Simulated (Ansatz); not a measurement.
The cluster Ga₂S₃, relaxed as a singlet with RKS B3LYP-D4/def2-SVP in Ansatz, starting from the GFN2-xTB geometry. Force threshold 0.02 eV/Å.

The structure comes from a short search, and lower isomers may exist.

Start:

```xyz
5

Ga   -0.4862   -0.9692   -1.5702
Ga    0.4673    0.7773    1.6755
S     1.0178    2.4141    2.8534
S    -0.1176   -1.1722    0.6631
S    -0.8814   -1.0500   -3.6219
```

(1) Estimate the energy that the relaxation releases and the steps that it takes.

(2) Does the start keep its bonding and symmetry?

(3) Predict the relaxed structure.

Results:

(1) 0.26 eV, in 6 steps; 12 s on 4 threads of Intel Xeon Platinum 8375C on a shared host. No frequencies were taken in this run, so the end may be a saddle point.

(2) By distances, no bond broke or formed. The bond that changes most is Ga2–S4, from 2.27 to 2.21 Å (atoms count from 1). Point group C2v at the start, C2v at the end, both within 0.05 Å.

(3) 
Cartesian coordinates in Å:
```
Ga -0.434 -0.951 -1.303
Ga 0.395 0.562 1.523
S 0.898 2.394 2.223
S -0.146 -1.459 0.824
S -0.713 -0.546 -3.267
```
Bond lengths (bridged metal pairs left out): 4 × Ga–S 2.02 to 2.21 Å.
